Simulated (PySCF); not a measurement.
benzoquinone (C$_{6}$H$_{4}$O$_{2}$), singlet, geometry from GFN2-xTB. Base run: PBE/STO-3G (PySCF).

Here is a job for PySCF.
```python
from pyscf import gto, scf, dft

mol = gto.M(
    atom='''
O     2.617185    0.519148   -0.010824
C     1.426228    0.282908   -0.005899
C     0.411737    1.354708    0.041550
C    -0.897307    1.095045    0.046964
C    -1.426228   -0.282908    0.005899
O    -2.617185   -0.519148    0.010824
C    -0.411737   -1.354708   -0.041550
C     0.897307   -1.095045   -0.046964
H     0.796049    2.364949    0.071695
H    -1.637875    1.882153    0.081761
H    -0.796049   -2.364949   -0.071695
H     1.637875   -1.882153   -0.081761
''',
    basis='sto-3g',
    charge=0,
    spin=0,
    verbose=4,
)

mf = dft.RKS(mol)
mf.xc = 'pbe'
mf.kernel()
```

The base run was repeated with changes; each row names its change, and settings that it needs were set with it.

```
change                                 E (Eh)  HOMO (eV)  HOMO-LUMO gap (eV)  core-seconds (rough)
---------------------------------  ----------  ---------  ------------------  --------------------
base                               -376.06386      -2.70                1.16                     4
functional = b97m_v                -376.56025      -3.33                1.90                   200
functional = pbe; dispersion = d4           ?      -2.70                1.16                     4
functional = wb97x_v               -376.42644      -6.97                8.66                   200
functional = scan                  -376.38102      -3.13                1.59                     8
functional = hse06                 -376.14733      -4.18                3.20                    10
functional = o3lyp                          ?          ?                   ?                     4
functional = tpss                  -376.62828      -2.92                1.43                     5
functional = m062x                 -376.49392      -6.28                6.80                     4
functional = b3lyp                 -376.47274      -4.30                3.51                     3
functional = x3lyp                          ?          ?                   ?                     3
functional = lda,vwn               -373.30710      -2.61                1.03                     3
functional = pw91,pw91                      ?          ?                   ?                     6
```

### Question
Complete the blanks.

### Answer

- functional = pbe; dispersion = d4, E (Eh): -376.07591
- functional = o3lyp, E (Eh): -376.46766
- functional = o3lyp, HOMO (eV): -3.68
- functional = o3lyp, HOMO-LUMO gap (eV): 2.53
- functional = x3lyp, E (Eh): -376.31007
- functional = x3lyp, HOMO (eV): -4.36
- functional = x3lyp, HOMO-LUMO gap (eV): 3.71
- functional = pw91,pw91, E (Eh): -376.35631
- functional = pw91,pw91, HOMO (eV): -2.80
- functional = pw91,pw91, HOMO-LUMO gap (eV): 1.19

Absolute energies of different levels of theory aren't comparable as measures of quality.
